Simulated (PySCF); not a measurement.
# Working out the ionisation energy of Ir⁺

Ir⁺ [Xe] 4f14 5d7 6s1 (5F) → Ir²⁺ [Xe] 4f14 5d7 (4F). All numbers are calculated (PySCF 2.14, a scalar-relativistic core potential, in def2-TZVP with the def2 core potential (60 electrons) (6s4p3d1f, 40 functions)). Frozen: 5s2 5p6. Energies in hartree (1 hartree = 27.21139 eV):

| part | Ir⁺ (lower) | Ir²⁺ (upper) |
| --- | --- | --- |
| UHF | -103.185038 | -102.584781 |
| MP2 opposite-spin | -0.071922 | -0.058402 |
| MP2 same-spin | -0.059565 | -0.040443 |

Q: What does Hartree-Fock give?

A: (-102.584781) − (-103.185038) = 0.600257 hartree = 16.334 eV.

Q: What do MP2 and SCS-MP2 (6/5 opposite-spin, 1/3 same-spin) give?

A: The opposite-spin parts differ by 0.368 eV and the same-spin parts by 0.520 eV. MP2: 16.334 + (0.368) + (0.520) = 17.222 eV. SCS-MP2: 16.334 + 1.2 × (0.368) + (0.520)/3 = 16.949 eV.

Reference: 17 ± 0.3 eV (semi-empirical (NIST evaluation); NIST Atomic Spectra Database, ionization energies), between the lowest levels; spin-orbit coupling is absent from the calculation.

What remains against the reference includes basis incompleteness, the frozen core and correlation beyond second order.
